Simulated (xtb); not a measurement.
Input for xtb: GFN-FF on H2O (SMILES O).

```
$ xtb mol.xyz --gfnff --sp --chrg 0 --uhf 0
3

O     -0.76452412     1.52331198     1.68624925
H     -1.56022464     1.24326808     2.15725496
H     -1.02381147     2.20764518     1.05545184
```

The log:

```
[...]
           -------------------------------------------------
          |                Calculation Setup                |
           -------------------------------------------------



          ==================== Thresholds ====================
          CN  :   150.00000
          rep :   500.00000
          disp:  2500.00000
          HB1 :   250.00000
          HB2 :   450.00000

          Pauling EN used:
          Z : 1  EN :  2.20
          Z : 8  EN :  3.44
          electric field strengths (au): 0.000

           -------------------------------------------------
          |           Force Field Initialization            |
           -------------------------------------------------

          distances ...
          ----------------------------------------
          generating topology and atomic info file ...
          pair mat ...
          computing topology distances matrix with Floyd-Warshall algo ...
          making topology EEQ charges ...
          #fragments for EEQ constrain: 1
          ----------------------------------------
          generating topology and atomic info file ...
          pair mat ...
          computing topology distances matrix with Floyd-Warshall algo ...
          making topology EEQ charges ...
          #fragments for EEQ constrain: 1
          rings ...
          # BATM   0
          # H in HB   2

  atom   neighbors  erfCN metchar sp-hybrid imet pi  qest     coordinates
    1  O       2    1.91   0.00         3    0    0  -0.571   -1.444741    2.878642    3.186549
    2  H       1    0.97   0.00         0    0    0   0.285   -2.948397    2.349436    4.076621
    3  H       1    0.97   0.00         0    0    0   0.285   -1.934723    4.171845    1.994515

          #atoms :   3
          #bonds :   2
          #angl  :   1
          #tors  :   0
          #nmol  :   1
          #optfrag :   1
           -------------------------------------------------
          |                   G F N - F F                   |
          |          A general generic force-field          |
          |                  Version 1.0.3                  |
           -------------------------------------------------
          Number of HB bonds (bound hydrogen)     0
          Number of HB bonds (unbound hydrogen)   0
          Number of XB bonds                      0

 E+G (total)                   0 d,  0 h,  0 min,  0.000 sec
 distance/D3 list               ...        0 min,  0.000 sec (  1.567%)
 non bonded repulsion           ...        0 min,  0.000 sec ( 23.121%)
 dCN                            ...        0 min,  0.000 sec ( 10.631%)
 EEQ energy and q               ...        0 min,  0.000 sec (  8.543%)
 D3                             ...        0 min,  0.000 sec ( 15.082%)
 EEQ gradient                   ...        0 min,  0.000 sec (  5.641%)
 bonds                          ...        0 min,  0.000 sec (  8.907%)
 bend and torsion               ...        0 min,  0.000 sec (  6.618%)
 bonded ATM                     ...        0 min,  0.000 sec (  0.473%)
 HB/XB (incl list setup)        ...        0 min,  0.000 sec ( 11.384%)

         :::::::::::::::::::::::::::::::::::::::::::::::::::::
         ::                     SUMMARY                     ::
         :::::::::::::::::::::::::::::::::::::::::::::::::::::
         :: total energy              -0.327567193678 Eh    ::
         :: gradient norm              0.010893639955 Eh/a0 ::
         ::.................................................::
         :: bond energy               -0.268909562343 Eh    ::
         :: angle energy               0.001269714424 Eh    ::
         :: torsion energy             0.000000000000 Eh    ::
Note: The following floating-point exceptions are signalling: IEEE_UNDERFLOW_FLAG IEEE_DENORMAL
normal termination of xtb
         :: repulsion energy           0.028707478226 Eh    ::
         :: electrostat energy        -0.088495491196 Eh    ::
         :: dispersion energy         -0.000139332790 Eh    ::
         :: HB energy                  0.000000000000 Eh    ::
         :: XB energy                  0.000000000000 Eh    ::
         :: bonded atm energy          0.000000000000 Eh    ::
         :: external energy            0.000000000000 Eh    ::
         :: add. restraining           0.000000000000 Eh    ::
         :: total charge               0.000000000000 e     ::
         :::::::::::::::::::::::::::::::::::::::::::::::::::::

           -------------------------------------------------
          |                Property Printout                |
           -------------------------------------------------

molecular dipole:
                 x           y           z       tot (Debye)
 q only:       -0.619       0.237      -0.094       1.701

           -------------------------------------------------
          | TOTAL ENERGY               -0.327567193678 Eh   |
          | GRADIENT NORM               0.010893639955 Eh/α |
           -------------------------------------------------
########################################################################
[WARNING] Runtime exception occurred
-1- gfnff_setup: Could not read topology file.
########################################################################

------------------------------------------------------------------------
------------------------------------------------------------------------
 total:
 SCF:
```

The run finished.

Cost: roughly 0.03 core-seconds.
